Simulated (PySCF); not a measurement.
`FC(F)=C(F)[C@]1(C(F)(F)F)CO1`: 4 charge schemes on one density

Species: C5H2F6O.
Z-matrix (Å and degrees, GFN2-xTB geometry), rows numbered from 1:
```
F 
C   1  1.3151
F   2  1.3140  1  111.42
C   2  1.3308  1  125.07  3   179.45
F   4  1.3451  2  120.02  1     0.70
C   4  1.4940  2  124.52  1  -179.78
C   6  1.5305  4  113.76  2   -87.57
F   7  1.3402  6  110.84  4   -67.89
F   7  1.3357  6  111.73  4    51.09
F   7  1.3299  6  112.16  4   172.33
C   6  1.4714  4  120.82  2   122.00
O   6  1.3874  4  118.36  2    53.72
H  11  1.0835  6  118.52 12   104.44
H  11  1.0837  6  119.02 12  -104.13
```

Density: PBE0/pcSseg-1 (PySCF); schemes: Mulliken, IAO, Hirshfeld and ESP-fitted. The structure is a single GFN2-xTB conformer in the gas phase; no vibrational or solvent corrections.

**Question.** Atoms with like bonding are taken together and averaged. For which atoms does the sign change between the 4 schemes (beyond +0.03 e in one, beyond −0.03 e in another)?

**Answer.** C6 and C11. Atomic charges aren't observables, and each scheme defines them in its own way.

**Question.** At which atom do the 4 schemes differ most?

**Answer.** At C7: from +0.251 (Hirshfeld) to +0.930 e (Mulliken), 0.679 e apart.

**Question.** Do the Mulliken, IAO, Hirshfeld and ESP-fitted schemes agree on where the charge is highest?

**Answer.** All schemes agree: Mulliken C7 (+0.930); IAO C7 (+0.798); Hirshfeld C7 (+0.251); ESP-fitted C7 (+0.540).

**Question.** What partial charge does each atom carry?

**Answer.** In e; atoms taken as equivalent share a row and are averaged (×n: the atom named and its like, n in all):

```csv
atom,environment,Mulliken,IAO,Hirshfeld,ESP-fitted
F1,vinyl fluorine,-0.223,-0.222,-0.053,-0.122
C2,=CF2 carbon,+0.602,+0.541,+0.161,+0.358
F3,vinyl fluorine,-0.213,-0.222,-0.047,-0.107
C4,vinylic C–F carbon,+0.171,+0.148,+0.021,+0.044
F5,vinyl fluorine,-0.257,-0.254,-0.080,-0.140
C6,sp3 carbon bound to oxygen,-0.292,+0.126,+0.022,-0.101
C7,CF3 carbon,+0.930,+0.798,+0.251,+0.540
F8/F9/F10,fluorine of a CF3 group,-0.258,-0.273,-0.087,-0.168
C11,sp3 carbon bound to oxygen,+0.128,-0.067,-0.004,+0.005
O12,epoxide oxygen,-0.359,-0.360,-0.139,-0.238
H13,methylene hydrogen,+0.147,+0.165,+0.065,+0.139
H14,methylene hydrogen,+0.144,+0.166,+0.061,+0.124
```

Mean size of the charges over all atoms: Mulliken 0.303 e, IAO 0.278 e, ESP-fitted 0.173 e, Hirshfeld 0.083 e. Each set sums to the total charge, 0, to within 0.001 e. The Hirshfeld scheme weights the molecular density at each point by an atom's share of the summed free-atom densities.

Some averages cover members that differ in this geometry: F8/F9/F10, ESP-fitted -0.182 to -0.155 e.

**Question.** Sum the charges by element, for elements with more than one atom.

**Answer.** 
```json
{"element": "F", "atoms": "6", "Mulliken": "-1.469", "IAO": "-1.517", "Hirshfeld": "-0.439", "ESP-fitted": "-0.872"}
{"element": "C", "atoms": "5", "Mulliken": "+1.537", "IAO": "+1.546", "Hirshfeld": "+0.452", "ESP-fitted": "+0.847"}
{"element": "H", "atoms": "2", "Mulliken": "+0.291", "IAO": "+0.331", "Hirshfeld": "+0.126", "ESP-fitted": "+0.262"}
```

**Question.** How many electrons does the Mulliken scheme count on F5?

**Answer.** Z − q = 9 − (-0.257) = 9.257.

**Question.** How closely do the schemes follow one another over all atoms?

**Answer.** Correlation coefficient and root-mean-square difference: IAO with Hirshfeld 0.99, 0.230 e; Mulliken with ESP-fitted 0.98, 0.159 e; Hirshfeld with ESP-fitted 0.98, 0.116 e; IAO with ESP-fitted 0.97, 0.135 e; Mulliken with Hirshfeld 0.94, 0.271 e; Mulliken with IAO 0.94, 0.130 e.

These values come from a run that also computed NMR shieldings. On Arm Neoverse V1, one thread, no GPU (shared host), this took 51 s.
